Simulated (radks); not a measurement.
Neutral tin inside a hard spherical wall (all orbitals vanish at R), configuration held at [Kr] 4d10 5s2 5p2 and not refilled when levels cross. Calculated with a radial shooting solver on a logarithmic mesh with Libxc functionals: scalar-relativistic Kohn-Sham, r2SCAN, spin-polarised, spherical densities, finite nucleus; open shells are filled with parallel spins first (spin-orbit coupling, left out, can overturn this in heavy ions); meta-GGA in the generalised Kohn-Sham scheme; Fermi nuclear charge, rms radius 4.6519 fm. Eigenvalues in eV for spin up, with the zero of energy where the potential of the charges vanishes at infinity; a dash marks a level that is unbound or too diffuse for the functional's potential to be trusted. A positive occupied level is held by the wall or, in an anion where self-interaction has pushed it up, behind a barrier. The pressure on the wall is -dE/dV.

| R (bohr) | E (hartree) | kinetic (hartree) | e(4p) | e(4d) | e(5s) | e(5p) | e(6s, empty) | e(5d, empty) | pressure (GPa) |
|---|---|---|---|---|---|---|---|---|---|
| free | -6177.91379 | 6450.201 | -92.125 | -26.491 | -11.492 | -4.398 | - | - | 0 |
| 20 | -6177.91379 | 6450.201 | -92.125 | -26.491 | -11.492 | -4.398 | - | - | < 0.0001 |
| 15 | -6177.91379 | 6450.201 | -92.124 | -26.491 | -11.492 | -4.398 | 0.106 | 1.302 | < 0.0001 |
| 12 | -6177.91375 | 6450.201 | -92.119 | -26.486 | -11.488 | -4.394 | 0.430 | 1.741 | 0.000818 |
| 10 | -6177.91336 | 6450.205 | -92.085 | -26.452 | -11.463 | -4.368 | 1.021 | 2.256 | 0.0116 |
| 8 | -6177.90958 | 6450.234 | -91.876 | -26.247 | -11.317 | -4.196 | 2.654 | 3.304 | 0.177 |
| 7 | -6177.90053 | 6450.294 | -91.535 | -25.913 | -11.085 | -3.894 | 4.583 | 4.375 | 0.735 |
| 6 | -6177.87106 | 6450.461 | -90.763 | -25.164 | -10.550 | -3.145 | 8.441 | 6.375 | 3.29 |
| 5 | -6177.77001 | 6450.954 | -89.056 | -23.524 | -9.233 | -1.238 | 16.754 | 10.508 | 16.9 |
| 4 | -6177.38907 | 6452.544 | -85.276 | -19.950 | -5.511 | 4.034 | 36.592 | 20.197 | 105 |
| 1.5 | -6123.03201 | 6629.702 | 26.032 | 101.35 | 271.87 | 312.72 | 738.25 | 371.96 | 161000 |
